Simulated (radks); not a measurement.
These are the eigenvalues of the occupied orbitals of an atom or ion with whole-number occupations (Ry). Method: scalar-relativistic Kohn-Sham, PBE, spin-polarised, spherical densities, point nucleus; computed with a radial shooting solver on a logarithmic mesh with Libxc functionals.

orbital  eigenvalue
1s down   -3077.211
1s up     -3077.211
2s up     -498.2323
2s down   -498.2321
2p up     -446.1638
2p down   -446.1637
3s up     -110.6097
3s down   -110.5863
3p up     -94.12243
3p down   -94.09913
3d up     -70.97623
3d down   -70.95814
4s up     -25.03796
4s down   -24.97383
4p up     -19.62111
4p down   -19.55672
4d up     -11.86410
4d down   -11.79977
5s up      -5.96830
5s down    -5.93332
5p up      -4.52104
5p down    -4.49455
4f up      -3.59608

Which element is it, and in what charge state? The configuration may be excited. Open shells, if any, are filled with parallel spins first.

Answer. Z = 59, praseodymium, charge +4: Pr4+ in [Xe] 4f1. The list shows which subshells hold electrons but not how many an open one holds; the 1s level, -1538.6 hartree, gives Z - s = 55.5 by -(Z - s)^2/2, which with screening and relativity narrows Z to a few neighbours, and the depths of the outer levels then fix element, charge and occupations together.
